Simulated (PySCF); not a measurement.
Al(F)(Me)(NHMe) (C2H7AlFN), SMILES [F][Al]([NH]C)[CH3]. Atoms are numbered in the order given.

```xyz
12

Al    -0.1051     0.5216     0.0000
F     -1.3515     1.6386     0.0000
C      1.7438     1.1197     0.0000
H      2.4596     0.2822     0.0000
H      1.9543     1.7432     0.8854
H      1.9543     1.7432    -0.8854
N     -0.6121    -1.1769     0.0000
C      0.2066    -2.3758     0.0000
H     -1.6064    -1.3927     0.0000
H      0.0371    -3.0110    -0.8905
H      0.0371    -3.0110     0.8905
H      1.2758    -2.1082     0.0000
```

Coordinates come from a B3LYP-D3(BJ)/def2-SVP optimisation. The structure was generated by enumeration; whether it is a known compound was not checked. Other conformers were not sampled.

Method: PySCF with PBE0/pcSseg-1.

GIAO shieldings, no solvent; atoms alike by connectivity are averaged. δ = σ(ref) − σ: ¹⁹F against CFCl3 (σ = 167.2 ppm); ¹³C against TMS (σ = 186.3 ppm); ¹H against TMS (σ = 31.56 ppm); ¹⁵N against NH3 (σ = 267.4 ppm), references at their B3LYP-D3(BJ)/def2-TZVP geometries, non-relativistic.

### Question
Estimate the chemical shifts. (The exact figures need the calculation; the answer reports its results.)

### Answer

```
nucleus          atoms  count  δ (ppm)
-------  -------------  -----  -------
¹⁹F                 F2      1   -180.8
¹³C                 C8      1     33.6
¹³C                 C3      1    -18.5
¹H       H10, H11, H12      3     3.01
¹H                  H9      1     1.09
¹H          H4, H5, H6      3    -0.04
¹⁵N                 N7      1     43.7
```
